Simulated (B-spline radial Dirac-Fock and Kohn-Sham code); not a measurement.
EELS cross sections of the Tc N2 (4p1/2) edge

System: neutral technetium, configuration [Kr] 4d5 5s2. Method: the first Born approximation with generalised oscillator strengths from a Dirac-Hartree-Slater potential (longitudinal and transverse terms; continuum final states only, so no white lines or fine structure). Computed with a radial finite-basis atomic code. The edge is taken at 52.43 eV (orbital energy of the model).

Input file task.json (cfg lists n, l and occupation; rrms is the nuclear radius in fm):

```json
{"items": [{
  "Z": 43,
  "q": 0,
  "cfg": [[1, 0, 2], [2, 0, 2], [2, 1, 6], [3, 0, 2], [3, 1, 6], [3, 2, 10], [4, 0, 2], [4, 1, 6], [4, 2, 5], [5, 0, 2]],
  "A": 97,
  "rrms": 4.4112,
  "do": "eels",
  "beams": [[60, 5], [60, 10], [80, 5], [80, 10], [80, 20], [100, 10], [120, 5], [120, 20], [120, 50], [120, 100], [200, 5], [200, 100], [300, 10], [300, 100]]
}]}
```

Command: `python xray2_run.py task.json out`

Partial cross sections σ(β, Δ) in barn, integrated over a window Δ above the edge and up to the collection semi-angle β, for parallel illumination:

| E₀ (kV) | β (mrad) | Δ = 25 eV | Δ = 50 eV | Δ = 100 eV | Δ = 200 eV | Δ = 300 eV |
| --- | --- | --- | --- | --- | --- | --- |
| 60 | 5 | 15900 | 19000 | 20900 | 22200 | 22700 |
| 60 | 10 | ? | ? | ? | ? | ? |
| 80 | 5 | 14300 | 17200 | 18900 | 20200 | 20700 |
| 80 | 10 | 20400 | 25500 | 28200 | 30200 | 31000 |
| 80 | 20 | 28800 | 39300 | 44200 | 47100 | 48300 |
| 100 | 10 | 18700 | 23700 | 26100 | 28000 | 28700 |
| 120 | 5 | 12400 | 15000 | 16600 | 17800 | 18300 |
| 120 | 20 | 23400 | 32800 | 37600 | 40300 | 41400 |
| 120 | 50 | 25200 | 37400 | 45800 | 51900 | 54500 |
| 120 | 100 | 25300 | 37500 | 45900 | 52300 | 55200 |
| 200 | 5 | 10700 | 13200 | 14600 | 15800 | 16200 |
| 200 | 100 | 18600 | 27400 | 33500 | 38200 | 40300 |
| 300 | 10 | 13600 | 18500 | 20900 | 22400 | 23100 |
| 300 | 100 | 15300 | 22500 | 27400 | 31200 | 33000 |

**Question.** Give the row for 60 kV and 10 mrad.

**Answer.** 23000 b for 25 eV, 28500 b for 50 eV, 31400 b for 100 eV, 33500 b for 200 eV, 34400 b for 300 eV.
